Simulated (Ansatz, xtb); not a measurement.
System: sum formula BNH₅, charge -1, multiplicity 1. It need not be the lowest isomer of its formula. Whether it binds its extra electron was not tested at this geometry. 
Geometry from a B3LYP-D3(BJ)/def2-TZVP (Ansatz, an electronic-structure program) optimisation:
```xyz
7

B     -0.7935     0.0734    -0.0069
N      0.7583    -0.1831     0.0344
H     -1.3106    -0.6699    -0.8536
H     -1.1126     1.2529    -0.2929
H     -1.2830    -0.1883     1.1016
H      1.1939     0.4521     0.6999
H      1.1719     0.0676    -0.8613
```
Charge -1, spin multiplicity 1.

Harmonic wavenumbers from GFN2-xTB (xtb, at its own minimum), cm⁻¹: 279, 744, 771, 841, 1012, 1086, 1184, 1247, 1258, 1638, 1856, 2062, 2166, 3320, 3329.

Question: Give the harmonic wavenumbers at B3LYP-D3(BJ)/def2-TZVP (Ansatz, finite differences of forces, unscaled).

Answer: 254, 704, 771, 841, 987, 1129, 1152, 1185, 1193, 1601, 2106, 2225, 2248, 3407, 3473 cm⁻¹. Zero-point energy 33.3 kcal/mol.

Question: From these and the geometry, give the ideal-gas thermochemistry at 298.15 K and 1 atm (rigid rotor, harmonic oscillator).

Answer: Point group Cs, rotational symmetry number 1. Rotational constants 86.59, 20.18, 19.51 GHz. S(trans) 36.11, S(rot) 19.78, S(vib) 2.71, S(elec, spin only) 0.00, S 58.6 cal/(mol K). H(298) - H(0) 2.91 kcal/mol; G - E(el) 18.7 kcal/mol.
